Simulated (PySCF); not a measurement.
## A small calculation by hand: refractive index and permittivity of the vapour

C4H8NO, SMILES CN(C([CH2])=O)C, multiplicity 2.

Geometry: r2SCAN-D4/def2-SVP. The isomer is the one that the SMILES or the coordinates give; other isomers of the formula were not compared.

PBE0/def2-TZVP run with PySCF gives a mean static polarisability of 61.6 bohr³ and a dipole moment of 3.83 D. Take an ideal gas at 298.15 K and 0.1 bar, whether or not the substance is that volatile.

Work out n − 1 in the optical limit and the static ε − 1.


Polarisability volume α' = 61.6 × 0.148185 = 9.13 Å³. Number density N = p/kT = 2.43e-6 Å⁻³.
Dilute limit of Lorentz–Lorenz: n − 1 = 2π N α' = 0.00014.
Orientation term of Debye: μ²/(3kT) = 8.098 Å³ × μ²(D²) = 118.79 Å³.
ε − 1 = 4π N (α' + μ²/3kT) = 0.0039. Orientation of the dipole supplies 93 % of the static response; it can't follow optical fields. Vibrational polarisation and dispersion are left out.
